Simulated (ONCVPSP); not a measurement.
**What one change does to a pseudopotential (chromium (Cr), ONCV)**

chromium, optimised norm-conserving Vanderbilt (ONCV), made with ONCVPSP 4.0.1 (PBEsol, scalar-relativistic). Core [Ar], reference 3d5 4p1. Waves: s scattering state at 0.27 Ha: rc 4.05 bohr, ncon 3, nbas 7, qcut 1.8 1/bohr, 2 projectors, debl 1.5 Ha; 4p: rc 3.80 bohr, ncon 4, nbas 7, qcut 2.3 1/bohr, 2 projectors, debl 3.5 Ha; 3d: rc 1.10 bohr, ncon 4, nbas 8, qcut 9.9 1/bohr, 2 projectors, debl 3.1 Ha; f scattering state at 0.09 Ha: rc 3.90 bohr, ncon 4, nbas 9, qcut 2.8 1/bohr, 2 projectors, debl 2 Ha. Local part: polynomial inside 1.10 bohr (lpopt 3, dvloc0 3 Ha). Core correction: Teter function, fcfact 4.75, rcfact 1.8.

In the s channel the program set the typed energies aside and used -0.182, 1.318 Ha.

Change: d: qcut 9.

Cutoffs: the cutoffs (Ha) at which the residual kinetic energy of the hardest occupied pseudo-wave falls to 1 and 0.1 mHa per electron; they do not see the model core or the augmentation charge, which bear on the density cutoff. Errors are all-electron minus pseudo energies relative to the spin-unpolarised reference configuration.

Q: Predict the effect on cutoff, ghosts and configuration errors.

A: The potential gets harder (94 Ha and 191 Ha → 170 Ha and 203 Ha); the errors of the 4 common tests hardly move; neither file shows a bound ghost.

```tsv
quantity	base	changed
cutoff, loose	94 Ha	170 Ha
cutoff, tight	191 Ha	203 Ha
loose cutoff by channel	p 0.8 Ha, d 94 Ha	p 0.8 Ha, d 170 Ha
bound ghosts	none	none
GHOST(+) flags under 300 eV	s at 22.9 eV, p at 98.6 eV, f at 264.7 eV	s at 22.9 eV, p at 98.6 eV, f at 264.7 eV
error for 3d5 4s1 4p0, meV [ΔE -3.14 eV]	-53	-53
error for 3d5 4p0, meV [ΔE 3.73 eV]	-84	-84
error for 3d4 4p0, meV [ΔE 19.74 eV]	-424	-424
error for 3d4 4s2 4p0, meV [ΔE -3.24 eV]	+75	+78
s: phases at 4.11 bohr within 0.05 rad from the reference energy up to (Ha; the scan ends near 5)	0.2	0.2
p: phases at 3.87 bohr within 0.05 rad from the reference energy up to (Ha; the scan ends near 5)	0.3	0.3
d: phases at 1.11 bohr within 0.05 rad from the reference energy up to (Ha; the scan ends near 5)	to the end of the scan	to the end of the scan
f: phases at 3.96 bohr within 0.05 rad from the reference energy up to (Ha; the scan ends near 5)	1.5	1.5
rms error of d²Exc/dni dnj with the model core, mHa	4.73	4.74
```
